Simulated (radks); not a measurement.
Task: Charge is removed step by step from the 4f5/2 level of Nd2+, starting from [Xe] 4f(5/2: 4, 7/2: 0). Method: Dirac Kohn-Sham, PBEsol, spin-unpolarised, spherical densities, finite nucleus; Fermi nuclear charge, rms radius 4.9123 fm; computed with a radial shooting solver on a logarithmic mesh with Libxc functionals. At the starting occupation the eigenvalue is -14.693 eV. Estimate the energy to remove one whole electron from this level, the eigenvalue at the end, and how far E(n) bends from a straight line.

Result: Delta-SCF 22.571 eV; final eigenvalue -30.980 eV; the deviation from the straight line is -2.039 eV at 0.5 electron removed, the largest on the grid computed. Slater's transition state (half an electron removed) gives 22.440 eV. Integrating minus the eigenvalue over the occupation (Janak's theorem) gives 22.571 eV. The mean slope of the eigenvalue, de/dn, is 16.3 eV per electron. Ionisation energy of Nd2+ in the NIST Atomic Spectra Database: 22.09 eV (semi-empirical).

Beside tabulated values, note that spin-unpolarised runs miss the spin-polarisation part of the exchange energy of open shells.
